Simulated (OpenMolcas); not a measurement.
Ni2+ with its 6 nearest fluoride ions at 2.092 Å, on the Ca site of CsCaF3 (a = 4.526 Å, distance in the model lattice 2.263 Å). The rest of the host is ab initio model potentials to 7.6 Å, with orthogonalisation functions on the cations behind the ligands, and point charges beyond; the distance is set by hand and nothing relaxes. Ligand basis ANO-RCC-VDZP.
```
Ni    0.0000    0.0000    0.0000
F     2.0920    0.0000    0.0000
F     0.0000    2.0920    0.0000
F    -2.0920    0.0000    0.0000
F     0.0000   -2.0920    0.0000
F     0.0000    0.0000    2.0920
F     0.0000    0.0000   -2.0920
```

```yaml
Program: OpenMolcas 26.06
Method: CASSCF
Basis: ANO-RCC-VTZP [6s5p3d2f1g]
Scalar_Hamiltonian: DKH2, point nucleus
Active_space: 8 electrons in 5 orbitals (3d)
State_averaging: 2S+1 = 3 even, 10 roots; 2S+1 = 1 even, 15 roots
Spin-orbit_coupling: RASSI with atomic mean-field integrals over the reference wave functions
```

(1) What is the spin-free ground state (labels of O, the rotations of Oh)?

(2) Where is the first state of the same spin?

(3) What are the lowest two levels with spin-orbit coupling?

(4) What is χT at 300 K, and how does it compare with the textbook value?

(5) Which ligand-field parameters describe the states?

Answers

(1) 3A2, 1-fold in its orbital part, 100 % from free-ion F terms; it has the highest spin that d8 allows.

(2) 3T2 at 5130 cm-1 above the ground state.

(3) A 3-fold level T2, then a 2-fold level E 4857 cm-1 above it. Their leading multiplicities are 3 (100 %) and 3 (100 %).

(4) The lowest level has 2S+1 = 3, for which the spin-only value is χT = S(S+1) / 2 = 1.000 cm3 K/mol (g = 2). The computed 1.594 at 300 K differs by +0.594, through orbital momentum, spin-orbit coupling and any other state in reach.

(5) A least-squares ligand-field fit to the states below 45000 cm-1, each weighted by its degeneracy and with a free common offset, gives 10Dq = 4997 cm-1, B = 1293 cm-1 and C = 4769 cm-1 (C/B = 3.69), with an rms deviation of 66 cm-1. 

Without dynamic correlation the repulsion within the d shell is too large (B by tens of per cent), so at a given field states of lower spin stand too high. Ligand-to-metal charge-transfer states are missing. With no ligand orbital active B as a rule stays too high, so bands that hang on it stand too high and its fall with covalency is understated. With metal d orbitals alone and no dynamic correlation 10Dq can be off by a tenth to a fifth, either way, in oxide and fluoride hosts. No measured value stands beside these numbers; the geometry was set by hand and not optimised.
